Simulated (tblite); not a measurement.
C6H12BNSi.
Bonds: Si1–C2, C2–C3 (triple), C3–B4, B4–N5, N5–C6, C6–C7, C7–C8, C8–C9, N5–C9. Hydrogens: H10, H11, H12 on Si1; H13 on B4; H14, H15 on C6; H16, H17 on C7; H18, H19 on C8; H20, H21 on C9.

Computed with GFN2-xTB (tblite), gas phase: L-BFGS steps from a force-field or distance-geometry start until the largest atomic force falls under 0.01 eV/Å.

The end geometry, which sets the zero of energy:
```
atom  x, y, z in Å
Si1     4.5508   -0.6012    0.2423
C2      2.9037    0.2228    0.2693
C3      1.8196    0.7670    0.2881
B4      0.4663    1.4557    0.3096
N5     -0.6814    0.6865    0.3263
C6     -0.7101   -0.7693    0.3434
C7     -2.1602   -1.1488    0.0475
C8     -2.9286    0.0117    0.6727
C9     -2.0406    1.2045    0.3233
H10     5.2466   -0.2320   -0.9955
H11     5.3225   -0.1651    1.4112
H12     4.3552   -2.0562    0.2879
H13     0.3835    2.6272    0.3109
H14    -0.0068   -1.1775   -0.3858
H15    -0.4131   -1.1330    1.3352
H16    -2.3318   -1.1735   -1.0296
H17    -2.4293   -2.1163    0.4663
H18    -3.9387    0.1178    0.2820
H19    -2.9815   -0.1156    1.7550
H20    -2.1435    2.0284    1.0323
H21    -2.2916    1.5838   -0.6757
```

Question: These geometries come from the run, each turned onto the end geometry. Order them by energy, lowest first.
A.
```
atom  x, y, z in Å
Si1     4.4796   -0.6487    0.3825
C2      2.8659    0.2402    0.3741
C3      1.7985    0.8170    0.3700
B4      0.4450    1.5067    0.3945
N5     -0.6866    0.7401    0.1963
C6     -0.6825   -0.6940   -0.0547
C7     -2.1265   -1.1788    0.1601
C8     -2.8309    0.0174    0.8027
C9     -2.0581    1.2001    0.2232
H10     5.2077   -0.3130   -0.8464
H11     5.2552   -0.2416    1.5582
H12     4.2218   -2.0948    0.4385
H13     0.3465    2.6594    0.5946
H14    -0.3449   -0.9006   -1.0769
H15     0.0210   -1.1790    0.6268
H16    -2.5955   -1.4191   -0.7948
H17    -2.1644   -2.0647    0.7913
H18    -3.8927    0.0551    0.5680
H19    -2.7108   -0.0073    1.8865
H20    -2.1496    2.1084    0.8188
H21    -2.4077    1.4141   -0.7968
```
B.
```
atom  x, y, z in Å
Si1     4.7614   -0.2225    0.8183
C2      3.0733   -0.1102    0.1180
C3      1.9365    0.0842   -0.2692
B4      0.6229    0.8148   -0.2513
N5     -0.6675    0.3163   -0.1050
C6     -1.3876   -0.7836   -0.6972
C7     -2.5445   -1.1354    0.2687
C8     -2.6638    0.1308    1.1326
C9     -1.6963    1.1288    0.4915
H10     5.7244    0.2499   -0.1463
H11     4.9109    0.6533    1.9524
H12     5.0025   -1.6002    1.1492
H13     0.8079    1.9826   -0.0776
H14    -1.8631   -0.3947   -1.6263
H15    -0.7378   -1.6146   -0.9702
H16    -3.4544   -1.3420   -0.3092
H17    -2.3271   -2.0200    0.8837
H18    -3.6769    0.5247    1.1780
H19    -2.3778   -0.1451    2.1460
H20    -1.2333    1.7908    1.2133
H21    -2.2189    1.7091   -0.2829
```
C.
```
atom  x, y, z in Å
Si1     4.9107   -0.0595    0.7843
C2      3.1465    0.1936    0.3005
C3      1.9758    0.3397    0.0066
B4      0.5636    0.5858   -0.4394
N5     -0.5826    0.0016    0.2669
C6     -1.3805   -0.9040   -0.5449
C7     -2.7400   -0.9949    0.1566
C8     -2.8128    0.2441    1.0599
C9     -1.4902    0.9865    0.8352
H10     5.7847    0.2849   -0.3441
H11     5.1780    0.8151    1.9319
H12     5.0676   -1.4729    1.1448
H13     0.3730    1.2731   -1.3851
H14    -1.5138   -0.5385   -1.5773
H15    -0.8699   -1.8682   -0.5964
H16    -3.5493   -1.0114   -0.5712
H17    -2.7972   -1.9020    0.7516
H18    -3.6594    0.8791    0.8052
H19    -2.9042   -0.0481    2.1028
H20    -1.0583    1.3653    1.7647
H21    -1.6508    1.8476    0.1641
```
D.
```
atom  x, y, z in Å
Si1     4.5769   -0.5930    0.5388
C2      2.8772    0.0805    0.2919
C3      1.7891    0.6128    0.2523
B4      0.4722    1.3577    0.2993
N5     -0.7122    0.7029    0.0232
C6     -0.8765   -0.6752   -0.4143
C7     -2.2087   -1.1571    0.2119
C8     -2.7229    0.0647    0.9858
C9     -2.0488    1.2097    0.2267
H10     5.4529   -0.2558   -0.5868
H11     5.1254    0.0312    1.7591
H12     4.5886   -2.0559    0.6884
H13     0.4500    2.4797    0.6479
H14    -0.9365   -0.7240   -1.5115
H15    -0.0255   -1.2850   -0.1044
H16    -2.9469   -1.4070   -0.5567
H17    -2.0641   -2.0289    0.8522
H18    -3.8116    0.1160    0.9682
H19    -2.3869    0.0657    2.0276
H20    -2.0640    2.1543    0.7656
H21    -2.5368    1.3235   -0.7485
```
E.
```
atom  x, y, z in Å
Si1     4.6851   -0.4210    0.6851
C2      2.9665   -0.2068    0.0527
C3      1.8355    0.2221   -0.0751
B4      0.5551    1.0150    0.0874
N5     -0.7258    0.5671   -0.1392
C6     -1.1882   -0.6880   -0.6880
C7     -2.3317   -1.1392    0.2527
C8     -2.6234    0.1106    1.1011
C9     -1.9280    1.2243    0.3202
H10     5.6980    0.0190   -0.2753
H11     4.6872    0.4516    1.8601
H12     4.9540   -1.8144    1.0487
H13     0.6774    2.0688    0.5836
H14    -1.5923   -0.5187   -1.6986
H15    -0.3777   -1.4083   -0.7622
H16    -3.1935   -1.4750   -0.3243
H17    -2.0337   -1.9544    0.9069
H18    -3.6788    0.3130    1.2493
H19    -2.1404    0.0225    2.0738
H20    -1.7153    2.1193    0.9052
H21    -2.5389    1.5095   -0.5472
```

Answer: A (0.015 eV), D (0.087 eV), E (0.293 eV), B (0.651 eV), C (1.306 eV).

In the order of the answer:

```
step  E above end (eV)  largest force (eV/Å)  rms force component (eV/Å)  rms distance from end (Å)  rms bond change (Å)  bond most changed (Å)
 139             0.015                  0.02                       0.007                      0.345                0.003           C6–C7 +0.010
  87             0.087                  0.30                       0.089                      0.636                0.007           C6–C7 +0.021
  74             0.293                  0.20                       0.076                      0.959                0.007           C6–C7 +0.020
  51             0.651                  0.62                       0.205                      1.092                0.015         Si1–H12 -0.032
  16             1.306                  0.12                       0.033                      1.171                0.020           B4–N5 +0.086
```

What follows is the cost of the whole relaxation. Time: 1.3 s. Hardware: one thread, Arm Neoverse V2 (aarch64) (shared host).
